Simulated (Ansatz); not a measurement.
Cost and result for the atomization energy of C2H8GeSe, SMILES `[CH3][GeH2][Se]C` (12 atoms, 11 bonds).

Z-matrix (Å, degrees):
```
C
Ge 1 1.952
H 1 1.091 2 110.3
H 1 1.092 2 110.1 3 119.8
H 1 1.090 2 109.8 3 -120.0
Se 2 2.351 1 111.3 3 60.8
H 2 1.543 1 110.1 3 -59.5
H 2 1.538 1 111.3 3 178.3
C 6 1.957 2 96.8 1 -65.9
H 9 1.089 6 106.4 2 -176.7
H 9 1.088 6 110.8 2 64.7
H 9 1.089 6 110.3 2 -58.1
```

Total charge 0; spin multiplicity 1. Correlated methods include outer-core shells of Ge, Se, which these sets cover unevenly. Scalar relativity is left out up to krypton. All single points use the PBE0-D4/def2-TZVP geometry. It is one conformer, not always the lowest. Program: Ansatz. Hardware: A = 2 threads of a server CPU on a shared host; B = 2 threads of an AMD EPYC 7R13 on a shared host and a share of an NVIDIA H100 80 GB. Times are those of one run each, without the atoms' runs, and a repeat can differ threefold. Electronic energies, without spin–orbit coupling; frozen cores. CCSD(T)/CBS adds CCSD(T) − MP2 in def2-TZVPP to the MP2 limit, and its time is that of the two runs behind it. T1 = 0.010. With those shells the extrapolation isn't a true limit. B3LYP takes the VWN-RPA correlation (the form of Gaussian; ORCA's B3LYP/G). HSE06 is the plane-wave form, built on full-range PBE exchange.

CCSD(T)/CBS is a level of theory with its own doubt, some kJ/mol a heavy atom from the limit and from the frozen cores, so smaller differences don't rank the functionals.

```json
{"level": "LDA (SPW92)/def2-TZVPP [A]", "functions": "270", "wall time": "2.9 s"}
{"level": "CCSD(T)/def2-SVP [B]", "functions": "132", "wall time": "3 s"}
{"level": "revPBE-D4/def2-TZVPP [A]", "functions": "270", "wall time": "4 s"}
{"level": "MP2/def2-QZVPP [B]", "functions": "532", "wall time": "6.5 s"}
{"level": "CCSD(T)/def2-TZVPP [B]", "functions": "270", "wall time": "7 s"}
{"level": "HSE06-D4/def2-TZVPP [A]", "functions": "270", "wall time": "8 s"}
{"level": "CAM-B3LYP-D4/def2-TZVPP [A]", "functions": "270", "wall time": "9.5 s"}
{"level": "r2SCAN-D4/def2-TZVPP (with forces) [A]", "functions": "270", "wall time": "11 s"}
{"level": "B3LYP-D4/def2-TZVPP (with forces) [A]", "functions": "270", "wall time": "13 s"}
{"level": "CCSD(T)/CBS(def2)", "functions": "–", "wall time": "14 s"}
{"level": "ωB97X-V/def2-TZVPP [A]", "functions": "270", "wall time": "19 s"}
{"level": "B97M-V/def2-TZVPP [A]", "functions": "270", "wall time": "19 s"}
{"level": "ωB97M-V/def2-TZVPP (with forces) [A]", "functions": "270", "wall time": "26 s"}
```

(1) What atomization energy does each give, and how far from CCSD(T)/CBS? (Best estimate.)

Results:

(1) Ansatz gave: 
| level | atomization (kcal/mol) | difference from CCSD(T)/CBS | per bond |
| --- | --- | --- | --- |
| LDA (SPW92)/def2-TZVPP [A] | 1079.0 | 119.2 | 10.8 |
| CCSD(T)/def2-SVP [B] | 905.1 | -54.7 | -5.0 |
| revPBE-D4/def2-TZVPP [A] | 944.5 | -15.3 | -1.4 |
| MP2/def2-QZVPP [B] | 952.5 | -7.3 | -0.7 |
| CCSD(T)/def2-TZVPP [B] | 940.2 | -19.6 | -1.8 |
| HSE06-D4/def2-TZVPP [A] | 955.8 | -4.0 | -0.4 |
| CAM-B3LYP-D4/def2-TZVPP [A] | 956.1 | -3.7 | -0.3 |
| r2SCAN-D4/def2-TZVPP (with forces) [A] | 958.7 | -1.1 | -0.1 |
| B3LYP-D4/def2-TZVPP (with forces) [A] | 954.2 | -5.6 | -0.5 |
| CCSD(T)/CBS(def2) | 959.8 | 0.0 | 0.0 |
| ωB97X-V/def2-TZVPP [A] | 959.3 | -0.5 | 0.0 |
| B97M-V/def2-TZVPP [A] | 959.8 | 0.0 | 0.0 |
| ωB97M-V/def2-TZVPP (with forces) [A] | 953.1 | -6.7 | -0.6 |

From BLYP to BHLYP (50 % exact exchange), in def2-TZVPP and without D4, the atomization energy moves by −5.1 kcal/mol: exact exchange takes away binding that semilocal exchange gives to molecules. In def2-TZVPP, CCSD(T) changes the Hartree–Fock value by +230.4 kcal/mol (the triples alone add +11.7 kcal/mol) and MP2 by +231.5 kcal/mol; breaking electron pairs costs correlation energy, which Hartree–Fock lacks. At CCSD(T), def2-SVP lies −54.7 kcal/mol from the extrapolated value and def2-TZVPP −19.6 kcal/mol: correlation converges slowly with the basis, and small sets miss more of it in the bonded molecule than in its fragments.
